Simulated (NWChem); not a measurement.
System: BSiH₄OCl; SMILES OB([SiH3])Cl

```xyz
8

B      0.4388    -0.0998     0.0055
Cl    -0.6035    -1.5443     0.0705
O      1.7702    -0.2570    -0.0388
H      2.0477    -1.1836    -0.0305
Si    -0.4174     1.7376     0.0006
H      0.5983     2.8329    -0.0569
H     -1.2432     1.9108     1.2367
H     -1.3298     1.8643    -1.1791
```
Atoms are numbered in this order, from 1.

STO-3G and 3-21G are far too small for this property and stand as cheap habits. Coordinates come from a PBE0/def2-SVP optimisation.

Question: Give the principal values of the shielding tensors (ppm) of B1, Cl2, O3, Si5 from Hartree-Fock/STO-3G, GIAO (NWChem), with their diamagnetic and paramagnetic parts as GIAO splits them.

Answer: 
```csv
atom,σ11,σ22,σ33,isotropic,diamagnetic,paramagnetic
B1,29.9,84.9,122.8,79.2,200.7,-121.5
Cl2,923.7,1044.3,1176.6,1048.2,1129.6,-81.4
O3,136.6,254.7,391.4,260.9,377.6,-116.7
Si5,655.1,659.6,660.9,658.5,869.0,-210.4
```
